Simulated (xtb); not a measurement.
TeF3, SMILES F[Te+](F)F, charge +1. All values are semi-empirical tight-binding results from xtb (GFN2-xTB unless named), good for trends rather than for accurate numbers. Coordinates come from a GFN2-xTB optimisation. The multiplicity is an assumed one; other spin states were not compared. The isomer is the one that the SMILES or the coordinates give; other isomers of the formula were not compared.

```
Property                                          Value
---------------------------------------  --------------
point group as xtb finds it                         C3v
orbital gap                                     5.13 eV
zero-point energy                          2.9 kcal/mol
G − E(el) at 298.15 K (modified RRHO)    -15.5 kcal/mol
static polarisability (D4 model)             46.1 bohr³
solvation energy, GFN2-xTB/ALPB(water)   -55.8 kcal/mol
solvation energy, GFN2-xTB/ALPB(hexane)  -33.6 kcal/mol
```
